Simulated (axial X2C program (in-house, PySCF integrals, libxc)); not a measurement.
## How the levels of FeCN⁺ (d5 s1 p(π)0 orbitals) move with the bond length

Calculated with an axial X2C code built on PySCF integrals: two-component X2C with atomic mean-field Coulomb and Gaunt terms, basis Fe dyall-v3z, C dyall-v3z, N dyall-v3z (cores contracted in-house). Orbitals come from Hartree–Fock averaged over the configuration Fe d5 s1 p(π)0; CI then distributes these electrons over the d, s, p(π) shells of Fe.

At Fe–C–N held linear, bonds 1.951 and 1.160 Å (the second held):

```tsv
Ω	energy (cm⁻¹)	g∥	configuration
3	0	12.01	100% d5 s1
2	0	8.01	100% d5 s1
1	0	4.00	100% d5 s1
0	0	0.00	100% d5 s1
0	3857	0.00	55% d6 + 45% d5 s1
1	3861	4.00	54% d6 + 45% d5 s1
2	3873	8.01	54% d6 + 45% d5 s1
3	8658	9.57	95% d6
2	8731	5.59	95% d6
4	8829	12.01	97% d6
1	8832	1.66	95% d6
0	8952	0.00	94% d6
0	8956	0.00	95% d6
3	9077	8.44	97% d6
```

g∥ is the magnitude of 2⟨Lz + ge Sz⟩ for the +Ω component. The lowest 14 levels at most are listed.

At Fe–C–N held linear, bonds 1.814 and 1.160 Å (the second held):

```tsv
Ω	energy (cm⁻¹)	g∥	configuration
3	0	12.01	100% d5 s1
2	0	8.01	100% d5 s1
1	0	4.00	100% d5 s1
0	0	0.00	100% d5 s1
0	2750	0.00	50% d6 + 49% d5 s1
1	2753	4.00	50% d6 + 49% d5 s1
2	2764	8.01	50% d6 + 49% d5 s1
3	7928	9.96	92% d6 + 7% d5 s1
2	8008	5.95	92% d6 + 7% d5 s1
1	8100	1.95	92% d6 + 7% d5 s1
0	8200	0.00	92% d6 + 7% d5 s1
0	8203	0.00	92% d6 + 7% d5 s1
1	8311	6.01	92% d6 + 7% d5 s1
4	8888	12.01	96% d6
```

The lowest level lies 2759 cm⁻¹ above the lowest at the first distance.

Q: How does the gap from the lowest to the fifth level change between the two distances?

A: From 3857 to 2750 cm⁻¹, a factor of 0.71.

There is no dynamic correlation: spin–orbit spacings and, for f shells, spacings inside one term are the most reliable numbers, splittings between terms come out too wide, and energies between configurations are not reliable, so the lowest level need not be the ground state of the molecule. For d shells the ligand-field splittings (σ, π, δ) and their order can be off by a thousand cm⁻¹ or more. At most 4 roots were kept for each Ω > 0 (twice that for Ω = 0) within 3.2 eV of the lowest, so higher up levels can be missing between those listed; levels with Ω > 0 are doubly degenerate and listed once, Ω = 0 levels singly. States that fill the shells left empty in the average are placed too high. The molecule was held linear; bending was not examined.
